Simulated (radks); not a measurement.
Results of a calculation; reference values are marked as such.
Q: These are the eigenvalues of the occupied orbitals of an atom or ion with whole-number occupations (eV). Code: a radial shooting solver on a logarithmic mesh with Libxc functionals. Model: non-relativistic Kohn-Sham, exchange-only PBE, spin-polarised, spherical densities, point nucleus.

orbital  eigenvalue
1s up     -4377.654
1s down   -4377.632
2s up     -475.4880
2s down   -475.2195
2p up     -393.7443
2p down   -393.5335
3s up      -60.7218
3s down    -59.6710
3p up      -39.9654
3p down    -38.8710
4s up       -9.8571
3d up       -9.7634

Which element is it, and in what charge state? The configuration may be excited. Open shells, if any, are filled with parallel spins first.

A: Z = 21, scandium, charge +1: Sc+ in [Ar] 3d1 4s1. The list shows which subshells hold electrons but not how many an open one holds; the 1s level, -160.88 hartree, gives Z - s = 17.9 by -(Z - s)^2/2, which with screening narrows Z to a few neighbours, and the depths of the outer levels then fix element, charge and occupations together.
